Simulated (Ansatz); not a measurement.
Abstraction of H: TeH(CF3) + SnH2(SeH) → CTeF3 + SnH3(SeH)

Species: TeH(CF3), singlet; SnH2(SeH), doublet; CTeF3 `FC(F)(F)[Te]`, doublet; SnH3(SeH), singlet. A radical takes H: the energy is the difference in strength between the Te–H bond broken and the Sn–H bond made.

Shapes, held fixed at every level: PBE0-D4/def2-TZVP. Flexible molecules stand in one conformer, not always the lowest. Programs: Ansatz 0.2.0. The zero-point and thermal change to 298 K, harmonic and unscaled (PBE0-D4/def2-TZVP), is +1.7 kJ/mol.

```tsv
level	kind	ΔH(298 K) (kJ/mol)	less CCSD(T)/def2-TZVPP
HF/def2-TZVPP	Hartree–Fock	-33.1	-22.1
r2SCAN-D4/def2-TZVPP	meta-GGA	+3.2	+14.2
BHLYP-D4/def2-TZVPP	global hybrid	-12.0	-1.0
r2SCAN0-D4/def2-TZVPP	global hybrid	-4.3	+6.7
B2PLYP/def2-TZVPP	double hybrid	-5.1	+5.9
CCSD(T)/def2-SVP	coupled cluster or CI	-15.0	-4.0
CCSD(T)/def2-TZVPP	coupled cluster or CI	-11.0	0.0
```

The highest level, CCSD(T)/def2-TZVPP, gives ΔH(298 K) = -11.0 kJ/mol; the levels span -33.1 to +3.2. They disagree on the sign: 1 of 7 are positive. The column of differences is taken from that level and isn't an error. No measured value is set beside it here. Open shells run unrestricted. For atoms past krypton def2 sets carry core potentials with scalar relativity. Relativity is left out for Se. Outer-core shells of Se, Sn, Te are correlated, in sets that cover them unevenly.
